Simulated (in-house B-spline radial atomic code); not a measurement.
Removing one electron from Cs⁺

Closed shell [Kr] 4d10 5s2 5p6. Computed with a B-spline radial code for spherical atoms: Koopmans values of Dirac-Hartree-Fock plus a diagonal self-energy, in second order or with its direct term screened (direct RPA, with the hole-particle interaction, or full time-dependent Hartree-Fock), linearised in energy; no-pair Dirac-Coulomb Hamiltonian, finite nucleus. Shifts add to the Koopmans value (the ΔSCF shift is orbital relaxation alone); the final value takes TDHF screening with Breit and QED.

Command:
```bash
python run_mb.py task.json out
```
Settings (nuclear radius in fm, box in bohr, cutoff in hartree):
```
basis_form          2
Z                   55
core_configuration  [Kr] 4d10 5s2 5p6
rms_radius          4.8041
mass_number         133
speed_of_light      137.036
box_radius          21.062
lmax                7
intervals           64
virtual_cutoff      12100.0
```

Time taken, with all properties: 83 s on 1 thread of Intel(R) Xeon(R) Platinum 8259CL CPU @ 2.50GHz (shared host).

Energies in eV:

```tsv
subshell	Koopmans	ΔSCF shift	second order	direct RPA	hole-particle	TDHF	Breit + QED	final
5p3/2	22.867	-0.658	?	?	?	?	?	?
5p1/2	24.705	-0.741	0.431	0.515	0.277	0.302	-0.024	24.983
```

(1) What does the self-energy do to 5p3/2?

Results:

(1) It shifts the removal energy by 0.524 eV in second order, 0.523 with direct RPA, 0.345 with the hole-particle term and 0.380 with TDHF screening (quasi-particle weight 0.944); Breit and QED add -0.004 eV. The final value is 23.243 eV, against 23.157 eV (NIST, measured).
